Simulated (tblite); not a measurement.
C4H11B2F2N.
Atom-mapped SMILES: `[CH3:1][CH2:2][CH2:3][B:4]([NH2:5])[CH2:6][B:7]([F:8])[F:9]` (hydrogens: H10, H11, H12 on C1; H13, H14 on C2; H15, H16 on C3; H17, H18 on N5; H19, H20 on C6)

Computed with GFN2-xTB (tblite), gas phase: L-BFGS steps from a force-field or distance-geometry start until the largest atomic force falls under 0.01 eV/Å.

Step 133: E = -793.3400 eV
```
atom  x, y, z in Å  |  force x, y, z in eV/Å
C1     -2.9085    0.6702    0.2617    0.046   0.039  -0.138
C2     -1.7143   -0.2738    0.3507    0.005   0.002   0.010
C3     -0.4851    0.2809   -0.3755   -0.013   0.031   0.006
B4      0.8300   -0.6163   -0.3256   -0.032   0.060   0.015
N5      0.8060   -1.9193    0.1239    0.012  -0.101   0.037
C6      2.2313    0.0312   -0.7543    0.052   0.005   0.013
B7      2.7180    1.0658    0.3192    0.027   0.148   0.162
F8      3.2814    2.2329    0.0168   -0.158  -0.280   0.169
F9      2.5755    0.8708    1.6308    0.156   0.117  -0.388
H10    -3.2104    0.8145   -0.7780    0.040  -0.036   0.111
H11    -2.6438    1.6425    0.6723   -0.067  -0.006   0.036
H12    -3.7560    0.2688    0.8125   -0.012   0.044   0.013
H13    -1.4662   -0.4371    1.4014    0.018   0.032   0.032
H14    -1.9986   -1.2393   -0.0701    0.011  -0.047  -0.095
H15    -0.7550    0.4717   -1.4188   -0.019  -0.009   0.013
H16    -0.2536    1.2651    0.0471   -0.025  -0.060  -0.030
H17    -0.0303   -2.3660    0.4618    0.034  -0.029  -0.009
H18     1.6227   -2.5069    0.1967   -0.102   0.064   0.001
H19     2.9742   -0.7629   -0.8479    0.030   0.014   0.015
H20     2.1773    0.5177   -1.7278   -0.002   0.012   0.026
```

Step 134: E = -793.3418 eV
```
atom  x, y, z in Å  |  force x, y, z in eV/Å
C1     -2.9154    0.6601    0.2620    0.005   0.008  -0.101
C2     -1.7165   -0.2784    0.3339   -0.031  -0.040   0.053
C3     -0.4833    0.2933   -0.3647   -0.010   0.014  -0.045
B4      0.8305   -0.6050   -0.3167   -0.052   0.013   0.030
N5      0.7996   -1.9050    0.1441   -0.039  -0.054   0.024
C6      2.2321    0.0312   -0.7579    0.016  -0.067  -0.024
B7      2.7374    1.0654    0.3051   -0.139  -0.188   0.061
F8      3.3330    2.1995    0.0051    0.116   0.254  -0.064
F9      2.5796    0.9012    1.6108    0.075  -0.027  -0.009
H10    -3.2164    0.8128   -0.7762    0.021   0.005   0.108
H11    -2.6602    1.6272    0.6909   -0.059  -0.014   0.010
H12    -3.7606    0.2422    0.8079    0.027   0.062  -0.024
H13    -1.4748   -0.4707    1.3795    0.009   0.019   0.094
H14    -1.9923   -1.2311   -0.1184   -0.009  -0.082  -0.087
H15    -0.7471    0.5025   -1.4042    0.001   0.009  -0.052
H16    -0.2615    1.2678    0.0779    0.014   0.019   0.006
H17    -0.0371   -2.3474    0.4868    0.020  -0.004  -0.012
H18     1.6094   -2.4984    0.2187   -0.011   0.026  -0.001
H19     2.9673   -0.7708   -0.8546    0.026   0.043   0.003
H20     2.1710    0.5143   -1.7330    0.017   0.004   0.030
```

**Question.** Estimate the geometry and energy of step 135. (The exact step hangs on the optimiser's Hessian estimate; all steps are aligned on step 134, rigid shifts and turns removed.)

**Answer.** E = -793.3443 eV, largest force 0.175 eV/Å
```
atom  x, y, z in Å  |  force x, y, z in eV/Å
C1     -2.9097    0.6683    0.2616    0.081  -0.045   0.076
C2     -1.7191   -0.2799    0.3457    0.014  -0.091   0.037
C3     -0.4886    0.2818   -0.3748   -0.056   0.007  -0.018
B4      0.8279   -0.6118   -0.3202   -0.019  -0.022   0.012
N5      0.8053   -1.9159    0.1312   -0.064   0.043   0.002
C6      2.2292    0.0326   -0.7529    0.017  -0.024   0.014
B7      2.7262    1.0661    0.3160   -0.026   0.028  -0.109
F8      3.3147    2.2109    0.0108   -0.004   0.035   0.023
F9      2.5792    0.8958    1.6189    0.070  -0.019   0.049
H10    -3.1953    0.8321   -0.7701   -0.045   0.008  -0.169
H11    -2.6517    1.6282    0.6967   -0.007   0.091   0.061
H12    -3.7660    0.2650    0.7952   -0.038  -0.018   0.032
H13    -1.4730   -0.4503    1.3985   -0.001   0.019  -0.058
H14    -2.0031   -1.2452   -0.0879    0.047   0.089  -0.015
H15    -0.7589    0.4732   -1.4191    0.005  -0.021   0.040
H16    -0.2632    1.2666    0.0481   -0.021  -0.047  -0.012
H17    -0.0271   -2.3674    0.4698   -0.005  -0.024  -0.001
H18     1.6218   -2.4980    0.2026    0.024  -0.024   0.012
H19     2.9761   -0.7581   -0.8456    0.012  -0.001  -0.003
H20     2.1699    0.5166   -1.7273    0.014   0.016   0.027
```

The energy changes by -0.0025 eV. The first-order estimate −F·Δx gives -0.0083 eV and the mean of the old and new forces, exact on a quadratic surface, -0.0025 eV. The step makes an angle of 80° with the force vector and moves no atom by more than 0.035 Å.

The cost below is that of the whole relaxation. Time: 2.0 s wall. Hardware: one thread of an Arm Neoverse V1, shared host with 32 logical CPUs at a one-minute load of 30.
